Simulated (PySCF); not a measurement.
## From computed data to an observable: oscillator strength and radiative lifetime

SbClBr2, SMILES [Cl][Sb]([Br])[Br].

The structure is a stationary point at r2SCAN-D4/def2-SVP. The structure was generated by enumeration; whether it is a known compound was not checked. The def2 effective core potentials stand for the cores of Sb; spin–orbit coupling is left out.

PySCF with TDDFT-LC-ωPBE/def2-SVPD puts the first singlet state with f over 0.02 at 5.06 eV (vertical), with the transition dipole (-0.571, 0.380, 0.000) in atomic units.

### Question
Find the oscillator strength, the wavelength and the radiative lifetime that this transition would have in vacuum if emission retraced absorption.

### Answer

|μ|² = 0.4704 au, so |μ| = 1.74 D. ΔE = 5.06/27.211 = 0.1860 hartree. f = (2/3) ΔE |μ|² = 0.058 (the program prints 0.058).
λ = 1239.84/5.06 = 245 nm; ν = 40812 cm⁻¹.
Einstein's coefficient A = 0.6670 ν² f s⁻¹ (ν in cm⁻¹) = 6.5e7 s⁻¹, so τ = 1/A = 15 ns. This state is S1. The figure is the radiative limit of this one transition; relaxation, internal conversion, crossing to triplets and a medium change what is measured.
